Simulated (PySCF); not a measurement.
Species: C6H14N2Si2.
Numbering: `[CH3:1][n:2]1[cH:3][cH:4][c:5]([C@H:6]([SiH3:7])[NH:8][SiH3:9])[cH:10]1`

Definitions: NICS(0) = −σiso at the ring centroid; NICS(1) = −σiso and NICS(1)zz = −σzz at ±1 Å along the ring normal z. Level: GIAO PBE0/pcSseg-1 (PySCF, non-relativistic, gas phase) on the PBE0-D3(BJ)/def2-SVP geometry, one conformer.

Ring bond lengths (Å), with Mayer bond orders in brackets: N2–C3 1.366 (1.14), C3–C4 1.379 (1.51), C4–C5 1.427 (1.35), C5–C10 1.383 (1.50), C10–N2 1.370 (1.10).

What do the NICS probes read (ppm)?

```csv
ring,type,NICS(0),"NICS(1), two faces","NICS(1)zz, two faces",rms pucker (Å),"centre to ring atoms, mean (Å)"
N2–C3–C4–C5–C10,5-membered ring with N; formal bonds all aromatic,-13.2,-10.5 / -10.4,-26.9 / -26.2,0.00,1.18
```

What can be read from them?

- N2–C3–C4–C5–C10: mean NICS(1)zz -26.6 ppm, shielded, aromatic by this magnetic criterion (flat ring, no four-coordinate atom).

And the bond-length index? HOMA = 1 − mean of α(R − Ropt)² over the ring bonds, with Krygowski's 1993 parameters (CC: Ropt 1.388 Å, α 257.7 Å⁻²; CN: Ropt 1.334 Å, α 93.52 Å⁻²).

- N2–C3–C4–C5–C10: HOMA 0.87; the largest term is that of C4–C5, α(R − Ropt)² = 0.38. The geometric and the magnetic index point the same way.

At the second NICS(1) probe listed for ring N2–C3–C4–C5–C10, 1 Å off the ring, how large is the induced field along the normal in 14.1 T applied along it?

NICSzz × B0 = -26.2 ppm × 14.1 T = -369 μT, against the applied field.

How do the values depend on the level or the medium?

| level | NICS(0), N2–C3–C4–C5–C10 | mean NICS(1)zz, N2–C3–C4–C5–C10 |
| --- | --- | --- |
| PBE0/pcSseg-1, gas | -13.2 | -26.6 |
| wB97X-D/pcSseg-1, gas | -13.0 | -26.7 |
| PBE0/pcSseg-1, IEF-PCM acetonitrile | -12.9 | -26.9 |
| PBE0/pcSseg-1, IEF-PCM water | -12.9 | -26.9 |

The geometry is the same throughout; the continuum's cavity takes Bondi-type radii × 1.2.

Hardware: one thread, Arm Neoverse V1 (aarch64), on a shared host. Cost: 76 s of wall time (grids of density and orbitals included), 1.3 GiB resident at most. This is the whole shielding run at PBE0/pcSseg-1, SCF included.

The values belong to the conformer `[CH3:1][n:2]1[cH:3][cH:4][c:5]([C@H:6]([SiH3:7])[NH:8][SiH3:9])[cH:10]1`: C4–C5–C6–Si7 -65°, C5–C6–N8–Si9 -85°.
